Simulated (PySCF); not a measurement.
**Trend along the halogens: MMg molecules**

PBE0 with triple-zeta basis sets in PySCF, for the lowest determinant that a PBE0 search found; no spin–orbit coupling. De refers to high-spin ground-configuration atoms. A positive dipole means M(−)Mg(+).

```csv
M,basis,state (unpaired electrons),Re (Å),ωe (cm⁻¹),De (eV),μ (D)
F,x2c-TZVPPall,doublet (σ ↑),1.763,700,4.42,3.23
Cl,x2c-TZVPPall,doublet (σ ↑),2.209,457,3.33,3.33
Br,x2c-TZVPPall,doublet (σ ↑),2.364,365,2.87,3.30
I,x2c-TZVPPall,doublet (σ ↑),2.590,309,2.32,3.13
```

The shortest bond is that of MgF (1.763 Å), the longest that of MgI (2.590 Å). MgF is bound most strongly (4.42 eV) and MgI least (2.32 eV).

Down a group the atoms grow and get heavier, so bonds lengthen and wavenumbers fall; this series shows no clear exception.

These are scalar-relativistic numbers at best; spin–orbit coupling would shift them, the dissociation energy most. States were picked by a PBE0 search and need not be the measured ground states.
